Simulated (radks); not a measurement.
Results of a calculation; reference values are marked as such.
How relativity changes the ionisation of the silver ion Ag3+ ([Kr] 4d8) to Ag4+ ([Kr] 4d7). Spin-unpolarised spherical Kohn-Sham, LDA (Slater exchange, Perdew-Wang correlation), point nucleus unless stated (finite: rms radius 4.5454 fm), a radial shooting solver on a logarithmic mesh with Libxc functionals. A level marked "c x" has the speed of light scaled by that factor and shares open shells by 2j + 1; other Dirac levels either fill j = l - 1/2 first or share by 2j + 1.

non-rel.: E(Ag3+) (hartree) -5192.54629; E(Ag4+) (hartree) -5190.61598; IE (eV) 52.526; HOMO 4d; <r> HOMO (bohr) 1.240
scalar-rel.: E(Ag3+) (hartree) -5308.67522; E(Ag4+) (hartree) -5306.76669; IE (eV) 51.934; HOMO 4d; <r> HOMO (bohr) 1.250
scalar-rel., finite nucleus: E(Ag3+) (hartree) -5308.56601; E(Ag4+) (hartree) -5306.65746; IE (eV) 51.934; HOMO 4d; <r> HOMO (bohr) 1.250
Dirac, 2j+1 shares: E(Ag3+) (hartree) -5309.87873; E(Ag4+) (hartree) -5307.97039; IE (eV) 51.928; HOMO 4d5/2; <r> HOMO (bohr) 1.256
Dirac, low j first: E(Ag3+) (hartree) -5309.89858; E(Ag4+) (hartree) -5308.00258; IE (eV) 51.593; HOMO 4d5/2; <r> HOMO (bohr) 1.256
Dirac, 2j+1 shares, finite nucleus: E(Ag3+) (hartree) -5309.76924; E(Ag4+) (hartree) -5307.86090; IE (eV) 51.929; HOMO 4d5/2; <r> HOMO (bohr) 1.256
Dirac, c x 3: E(Ag3+) (hartree) -5204.92279; E(Ag4+) (hartree) -5202.99494; IE (eV) 52.460; HOMO 4d5/2; <r> HOMO (bohr) 1.242
Dirac, c x 5: E(Ag3+) (hartree) -5196.98416; E(Ag4+) (hartree) -5195.05473; IE (eV) 52.502; HOMO 4d5/2; <r> HOMO (bohr) 1.241
Dirac, c x 100: E(Ag3+) (hartree) -5192.55736; E(Ag4+) (hartree) -5190.62705; IE (eV) 52.526; HOMO 4d5/2; <r> HOMO (bohr) 1.240

NIST Atomic Spectra Database: 49 eV (theoretical). The relativistic part of the total energy of Ag3+ is -117.2 hartree (Dirac, 2j+1 shares, finite nucleus), 2.3 % of the non-relativistic value. Spin polarisation and multiplet splitting of open shells are left out at every level.

Beside tabulated values, note that relativity, absent from the non-relativistic runs, is large for the heavy elements, and spin-unpolarised runs miss the spin-polarisation part of the exchange energy of open shells.
